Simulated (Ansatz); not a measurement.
```yaml
crystal:
  periodic: [false, false, false]
  atoms:
    - {symbol: Li, position_ang: [2.143364, -0.702222, 2.718551]}
    - {symbol: O, position_ang: [1.161960, -0.382818, 1.475582]}
    - {symbol: Si, position_ang: [0.187489, -0.065039, 0.241276]}
    - {symbol: C, position_ang: [-1.363483, -1.131902, 0.299458]}
    - {symbol: C, position_ang: [1.038822, -0.391742, -1.406626]}
    - {symbol: C, position_ang: [-0.362786, 1.736135, 0.247843]}
    - {symbol: H, position_ang: [-1.107062, -2.194898, 0.261971]}
    - {symbol: H, position_ang: [-2.032733, -0.920349, -0.540039]}
    - {symbol: H, position_ang: [-1.922308, -0.957271, 1.223761]}
    - {symbol: H, position_ang: [0.379374, -0.177186, -2.253090]}
    - {symbol: H, position_ang: [1.932420, 0.230429, -1.513898]}
    - {symbol: H, position_ang: [1.350868, -1.437600, -1.483598]}
    - {symbol: H, position_ang: [0.498678, 2.407185, 0.179339]}
    - {symbol: H, position_ang: [-1.027608, 1.959946, -0.591994]}
    - {symbol: H, position_ang: [-0.898793, 1.976632, 1.170867]}
basis:
  gaussian: {orbitals: ANO-RCC-VTZP}
hamiltonian: {xc: {name: CAM-B3LYP}, pseudopotentials: {relativity: none}}
output: {forces: true}
```

```sh
$ ansatz run in.yaml --threads 2 --pin off --events-out ev --progress --plain --max-ram 32768MiB --backend cuda --devices 0, --max-vram 18GiB
```

It prints (some lines left out):

```
Functional definition: CAM-B3LYP
1954 factors; their error is unknown
695 factors; integrals over basis functions are off by at most 7.0e-6 eV
mean field evaluation 1: about -13370.0934 eV, gradient 9.4e1 eV
mean field evaluation 2: about -13347.6556 eV, gradient 1.4e2 eV
mean field evaluation 4: about -13387.1319 eV, gradient 5.8e0 eV
mean field evaluation 8: about -13387.2105 eV, gradient 3.4e-2 eV
mean field evaluation 16: about -13387.2428 eV, gradient 3.8e-5 eV
mean field -13387.24280220 eV, -491.9720987819 hartree, gradient 3.8e-5 eV, S^2 0.000000; 0 other end points of the search recorded, 0 dependent functions left out
reference -13387.24302490 eV, -491.9721069659 hartree; 26, 26 occupied and 284, 284 virtual orbitals, 1954 factors
WARN: the results are in doubt because the basis set is contracted for relativity, which is off
Total energy: -13387.24302490 eV, -491.9721069659 hartree
Atom 0 at     2.143364    -0.702222     2.718551 Å, force    -0.019507     0.006259    -0.024677 eV/Å
Atom 1 at     1.161960    -0.382818     1.475582 Å, force     0.098540    -0.031989     0.124769 eV/Å
Atom 2 at     0.187489    -0.065039     0.241276 Å, force    -0.126202     0.041059    -0.159859 eV/Å
Atom 3 at    -1.363483    -1.131902     0.299458 Å, force    -0.055281    -0.053388     0.021855 eV/Å
Atom 4 at     1.038822    -0.391742    -1.406626 Å, force     0.053860    -0.019716    -0.055686 eV/Å
Atom 5 at    -0.362786     1.736135     0.247843 Å, force    -0.009845     0.076957     0.019435 eV/Å
Atom 6 at    -1.107062    -2.194898     0.261971 Å, force    -0.032745     0.093980     0.005460 eV/Å
Atom 7 at    -2.032733    -0.920349    -0.540039 Å, force     0.058210    -0.022976     0.078931 eV/Å
Atom 8 at    -1.922308    -0.957271     1.223761 Å, force     0.044726    -0.023639    -0.085864 eV/Å
Atom 9 at     0.379374    -0.177186    -2.253090 Å, force     0.064370    -0.021092     0.074567 eV/Å
Atom 10 at     1.932420     0.230429    -1.513898 Å, force    -0.078385    -0.061611     0.001610 eV/Å
Atom 11 at     1.350868    -1.437600    -1.483598 Å, force    -0.023140     0.096931    -0.001383 eV/Å
Atom 12 at     0.498678     2.407185     0.179339 Å, force    -0.084049    -0.053020     0.008085 eV/Å
Atom 13 at    -1.027608     1.959946    -0.591994 Å, force     0.060712    -0.015717     0.078819 eV/Å
Atom 14 at    -0.898793     1.976632     1.170867 Å, force     0.048737    -0.012038    -0.086061 eV/Å
Dipole moment:     0.830191    -0.270270     1.051462 e Å
In doubt: the basis set is contracted for relativity, which is off
```

Run time 17 s (2 threads of an AMD EPYC 7R13 on a shared host and a share of an NVIDIA H100 80 GB); peak host memory 1.3 GiB.
